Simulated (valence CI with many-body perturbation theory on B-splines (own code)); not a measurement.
# Gd33+: key properties

Level of theory: configuration interaction combined with many-body perturbation theory (CI+MBPT): three valence electrons over a frozen Dirac-Fock core [Ar] 3d10, radial functions for each j: 11 s, 11 p, 10 d, 8 f, 5 g, 2 h, with the one-electron correlation potential Σ1, the two-electron term Σ2, the three-electron term Σ3, Breit, model QED; selected CI, second order for the rest, scaled by the run's own slope (own B-spline code, finite nucleus).

The last digits are not significant, and no measured levels were compared; by estimate large intervals hold to a few tenths of a per cent, small ones and those within an open d or f shell to about a per cent.

Levels are named by their leading jj configuration (3d3/2^4 stands for four electrons in 3d with j = 3/2), which in mixed levels can hold well under half, so a name can repeat and another be missing.

Rates and lifetimes use the calculated energies. Strong lines usually hold to 10 to 20 %, long lifetimes can be off by a factor of two.

(1) What is the ground level?

(2) What is the ionisation energy?

(3) Among levels below 40.267 Ry, which E1 lines absorb most strongly from the ground level?

(4) How well does LS coupling describe the low levels?

(5) Where does the other parity begin?

(6) Name the longest-lived excited levels whose lifetime is computed, and their main decay.

Results:

(1) (4s^2 4p1/2) J=1/2, composition 99 % 4s²4p ²P°, g = 0.661.

(2) 1370.2 eV; NIST lists 1368 ± 5 eV (theoretical).

(3) to (4s^2 4d3/2) J=3/2 at 7.413 nm, f = 0.627; to (4s 4p1/2 4p3/2) J=1/2 at 9.803 nm, f = 0.386; to (4s 4p1/2 4p3/2) J=3/2 at 10.04 nm, f = 0.358.

(4) Among the lowest 20 levels the leading LS term, summed over configurations, holds 66 % on average. For single configurations the figures are 64 % in LS and 85 % in jj coupling. Terms mix most in the J = 5/2 level at 16.922 Ry, where the leading one holds 43 %.

(5) At (4s 4p1/2^2) J=1/2, 5.307 Ry.

(6) (4s 4p3/2 4d5/2) J=9/2 at 20.540 Ry lives 2.93 μs, mostly by M1 to (4s 4p1/2 4d5/2) J=7/2; (4s^2 4p3/2) J=3/2 at 3.297 Ry lives 2.31 μs, mostly by M1 to (4s^2 4p1/2) J=1/2.
